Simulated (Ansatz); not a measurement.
**Cost against result**

Saddle point of Si2H6SO, singlet (Si₂H₆SO ([OH][SiH]([SiH3])[SH]) → Si₂H₄S ([SiH3][SiH][S]) + H₂O (still joined by a long Si–O bond); bonds formed: O2–H4; bonds broken: S3–H4; bonds weakened to dative contacts: Si1–O2), PBE0-D4/def2-TZVP structure:

Si1  (-0.321, -0.068, -0.709)
O2  (1.315, 0.706, -0.964)
S3  (0.311, -1.674, -1.796)
H4  (1.410, -0.278, -1.577)
H5  (-1.244, 0.936, -1.315)
Si6  (-0.643, -0.246, 1.602)
H7  (1.335, 1.499, -1.517)
H8  (-0.763, 1.100, 2.228)
H9  (0.502, -0.975, 2.203)
H10  (-1.901, -1.000, 1.845)
(Å)

Barriers are electronic and count from the start structure reached by relaxing down the imaginary mode.

Ansatz 0.2.0; basis: as named in each row; cores frozen in the correlated methods. B3LYP uses VWN-RPA correlation. Extrapolation: Hartree–Fock as exp(−7.88 √X), correlation as X^−2.97.

Times are rough, for one single point on 4 threads of a shared host (Intel Xeon 6975P-C).

The estimate by CCSD(T) at an estimated basis limit (MP2 extrapolated from triple and quadruple zeta, plus CCSD(T) − MP2 in triple zeta) is 38.43 kcal/mol.

| method | basis | time (s) | barrier (kcal/mol) | method less estimate |
| --- | --- | --- | --- | --- |
| HF | STO-3G | under 1 | 63.78 | 25.35 |
| PBE-D4 | STO-3G | under 1 | 29.28 | -9.15 |
| SPW92 | def2-SVP | under 1 | 25.34 | -13.09 |
| PBE-D4 | def2-SVP | under 1 | 29.68 | -8.75 |
| B3LYP-D4 | 6-31G | under 1 | 29.88 | -8.55 |
| PBE0-D4 | def2-SVP | under 1 | 33.34 | -5.09 |
| SPW92 | def2-TZVPP | under 1 | 28.41 | -10.02 |
| BLYP-D4 | def2-TZVPP | 1 | 35.99 | -2.44 |
| PBE-D4 | def2-TZVPP | 1 | 32.39 | -6.04 |
| CCSD(T) | def2-SVP | 1 | 38.98 | 0.55 |
| BHLYP-D4 | def2-TZVPP | 1 | 42.55 | 4.12 |
| B3LYP-D4 | def2-TZVPP | 2 | 38.44 | 0.00 |
| r2SCAN-D4 | def2-TZVPP | 2 | 35.45 | -2.99 |
| PBE0-D4 | def2-TZVPP | 2 | 35.80 | -2.63 |
| CAM-B3LYP-D4 | def2-TZVPP | 2 | 39.67 | 1.24 |
| wB97M-V | def2-SVP | 2 | 35.37 | -3.06 |
| RPA on PBE | def2-TZVPP | 2 | 39.40 | 0.97 |
| r2SCAN0-D4 | def2-TZVPP | 2 | 37.56 | -0.87 |
| PBE-QIDH | def2-TZVPP | 3 | 37.80 | -0.63 |
| B2PLYP | def2-TZVPP | 3 | 38.48 | 0.05 |
| B97M-V | def2-TZVPP | 3 | 37.68 | -0.75 |
| wB97X-V | def2-TZVPP | 4 | 39.58 | 1.15 |
| wB97M-V | def2-TZVPP | 4 | 38.15 | -0.28 |
| MP2 | def2-QZVPP | 10 | 36.84 | -1.59 |
| CCSD(T) | def2-TZVPP | 25 | 39.25 | 0.82 |

All methods are single points on the PBE0-D4 structures.

T1 diagnostic: at most 0.015.

Labels in which every atom is bracketed show which atoms are joined, not bond orders.
